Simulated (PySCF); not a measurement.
**Unknown compound**

Molecular formula: C5H5NO3. Simulated spectra:

1H NMR (300 MHz, computed): δ 4.72 (m, 2H), 4.47 (m, 2H), 2.90 (m, 1H).

13C{1H} NMR (computed): δ 147.6 (C), 118.6 (C), 71.1 (CH2, 2C), 24.3 (CH).

Computational details: GFN2-xTB structure, shieldings: GIAO PBE0/pcSseg-1, in PySCF 2.14.0 with density-fitted response routines (no solvent model, averaged over atoms made equivalent by symmetry, fast rotation or ring inversion, non-relativistic, one conformer).

Chemical shifts δ = σref − σ; TMS for 1H, 13C, all at this level.

Which of these isomers gave the spectra?
A. N#CC1COC(=O)OC1
B. COC(=O)c1ccon1
C. COC(=O)c1cnoc1
D. C/N=C\c1coc(=O)o1

Answers

A. 

Rings plus π bonds: 4 (1 ring in the answer). 4 carbon signals for 5 carbons: some carbons are equivalent by symmetry or fast rotation. Carbon types of the structure: 2 × C, 1 × CH, 2 × CH2, which accounts for all hydrogens. δC 147.6: carbonate carbon; lone-pair donation from the attached heteroatom keeps it upfield of a ketone carbonyl. δC 118.6: nitrile carbon; this is the usual window of a C≡N carbon, which has no attached hydrogen. δC 71.1: sp3 CH2 bonded to O; deshielded by the electronegative neighbour. δC 24.3: sp3 CH α to a nitrile; saturated and bonded to C and H only. δH 4.72, 4.47: hydrogen on an sp3 CH2 bonded to O; its carbon carries O, an electronegative neighbour.

The others: COC(=O)c1cnoc1 would give 5 carbon signals, not 4; COC(=O)c1ccon1 would give 5 carbon signals, not 4; C/N=C\c1coc(=O)o1 would give 5 carbon signals, not 4.

Shifts are as computed. Against solution values, carbons near 30 ppm lie about +3 ppm off and those near 130 ppm about +5 ppm. Of 1211 compounds with measured shifts, 218 miss one by over three times the rms of a fit or turn the order of signals round; such compounds aren't used in these exercises. No couplings were computed; multiplicities are counted from neighbouring protons, with m where these are inequivalent, close in shift, in a saturated or five-membered ring or joined by F or P, and br s for small geminal =CH2 splittings.
